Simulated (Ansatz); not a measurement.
## Ligand exchange: C2H3Br + SiH3(GeH3) → C2H6Si + GeH3Br

Species: C2H3Br (vinyl bromide) `C=CBr`, singlet; SiH3(GeH3), singlet; C2H6Si (vinylsilane) `C=C[SiH3]`, singlet; GeH3Br `[GeH3][Br]`, singlet. The partners trade Br for SiH3: C–Br and Ge–SiH3 bonds give way to C–SiH3 and Ge–Br.

Shapes, held fixed at every level: PBE0-D4/def2-TZVP. Programs: Ansatz 0.2.0. The zero-point and thermal change to 298 K, harmonic and unscaled (PBE0-D4/def2-TZVP), is +2.6 kJ/mol.

| level | kind | ΔH(298 K) (kJ/mol) | less CCSD(T)/def2-TZVPP |
| --- | --- | --- | --- |
| HF/def2-TZVPP | Hartree–Fock | -135.3 | -29.5 |
| SPW92/def2-TZVPP | LDA | -85.7 | +20.1 |
| PBE-D4/def2-TZVPP | GGA | -90.8 | +15.0 |
| r2SCAN-D4/def2-TZVPP | meta-GGA | -102.5 | +3.3 |
| B2PLYP/def2-TZVPP | double hybrid | -109.2 | -3.4 |
| MP2/def2-TZVPP | perturbation theory | -110.8 | -5.0 |
| CCSD(T)/def2-TZVPP | coupled cluster or CI | -105.8 | 0.0 |

The highest level, CCSD(T)/def2-TZVPP, gives ΔH(298 K) = -105.8 kJ/mol; the levels span -135.3 to -85.7. The column of differences is taken from that level and isn't an error. No measured value is set beside it here. Relativity is left out for Br, Ge unless named. Correlated rows may include outer-core shells of Br, Ge, which these sets cover unevenly.
